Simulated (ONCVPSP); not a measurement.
## What the settings do to the ONCV potential of niobium (Nb)

Base potential:

```json
{"Element": "Nb (Z = 41)", "Generator": "ONCVPSP 4.0.1", "Type": "optimised norm-conserving Vanderbilt (ONCV)", "Functional": "PBE", "Relativity": "scalar-relativistic", "Frozen core": "[Ar] 3d10", "Valence charge": "13", "Reference configuration": "4s2 4p6 4d4 5s1", "Partial waves": "4s+5s: rc 1.85 bohr, ncon 3, nbas 8, qcut 7 1/bohr, 2 projectors; 4p: rc 1.20 bohr, ncon 4, nbas 9, qcut 6.3 1/bohr, 2 projectors, debl 3.3 Ha; 4d: rc 1.85 bohr, ncon 3, nbas 6, qcut 5.3 1/bohr, 2 projectors, debl 0.4 Ha", "Local potential": "polynomial inside 1.15 bohr (lpopt 4, dvloc0 1 Ha)", "Core correction": "Teter function, fcfact 3.25, rcfact 1.45"}
```

All-electron outer shells of the reference configuration (PBE, scalar-relativistic, ld1.x):

| shell | level (eV) | outermost node (bohr) | outermost maximum (bohr) |
| --- | --- | --- | --- |
| 3d | -196.29 | – | 0.33 |
| 4s | -58.39 | 0.53 | 1.04 |
| 4p | -34.52 | 0.54 | 1.12 |
| 5s | -3.98 | 1.41 | 3.08 |
| 4d | -3.04 | 0.55 | 1.49 |

Cutoffs, loose and tight: the cutoffs (Ha) at which the residual kinetic energy of the hardest occupied pseudo-wave falls to 1 and 0.1 mHa per electron. They do not see the model core or the augmentation charge, which bear on the density cutoff. Test errors are all-electron minus pseudo excitation energies from the reference, over the configurations 4s2 4p6 4d4 5s0; 4s2 4p6 4d3 5s0; 4s2 4p6 4d2 5s0; 4s2 4p6 4d4 5s0.5. A dash means not determined; rows that change the core or the reference have their own tests. The largest error is taken over the tests solved by every variant that gives reliable tests at all: 4s2 4p6 4d3 5s0; 4s2 4p6 4d4 5s0; 4s2 4p6 4d4 5s0.5.

A true bound ghost makes a file unfit for plane-wave use even where its test errors are small: the radial tests pick states by their node count and pass the ghost by.

| change | outcome | cutoff, loose | cutoff, tight | bound ghosts | GHOST(+) flags above zero | largest test error (meV) |
| --- | --- | --- | --- | --- | --- | --- |
| base | generated | 65 Ha | 178 Ha | none | s | -3.0 |
| all radii but the core radius scaled by about 0.81 (s 1.50, p 0.96, d 1.50 bohr); local potential polynomial inside 0.92 bohr (lpopt 4, dvloc0 1 Ha) | generated | 119 Ha | 291 Ha | none | s, p, d | -2.9 |
| all radii but the core radius scaled by about 0.88 (s 1.62, p 1.06, d 1.62 bohr); local potential polynomial inside 1.00 bohr (lpopt 4, dvloc0 1 Ha) | generated | 48 Ha | 191 Ha | d | s | -2.9 |
| all radii but the core radius scaled by about 0.95 (s 1.76, p 1.14, d 1.76 bohr); local potential polynomial inside 1.10 bohr (lpopt 4, dvloc0 1 Ha) | generated | 70 Ha | 193 Ha | none | s | -3.2 |
| all radii but the core radius scaled by about 1.11 (s 2.06, p 1.34, d 2.06 bohr); local potential polynomial inside 1.28 bohr (lpopt 4, dvloc0 1 Ha) | generated | 31 Ha | 138 Ha | none | none | -2.1 |
| all radii but the core radius scaled by about 1.13 (s 2.10, p 1.36, d 2.10 bohr); local potential polynomial inside 1.32 bohr (lpopt 4, dvloc0 1 Ha) | generated | 24 Ha | 133 Ha | none | d | -2.0 |
| all radii but the core radius scaled by about 1.22 (s 2.26, p 1.46, d 2.26 bohr); local potential polynomial inside 1.40 bohr (lpopt 4, dvloc0 1 Ha) | generated | 18 Ha | 89 Ha | none | none | -1.6 |

Q: What comes out with this change to the base: all radii but the core radius scaled by about 1.33 (s 2.46, p 1.60, d 2.46 bohr); local potential polynomial inside 1.54 bohr (lpopt 4, dvloc0 1 Ha)?

A: outcome: generated; cutoff, loose: 11 Ha; cutoff, tight: 24 Ha; bound ghosts: none; GHOST(+) flags above zero: none; largest test error (meV): -1.4.

Reading the sweep of the scale of all radii but the core radius (base = 1) (base included, trends over the rows without a ghost): The loose cutoff falls from 119 Ha at 0.81 to 11 Ha at 1.33. A larger radius leaves more room for a smooth pseudo-wave, so fewer plane waves are needed; a smaller one forces it to follow the all-electron wave where it bends sharply. Bound ghosts are found at 0.88.
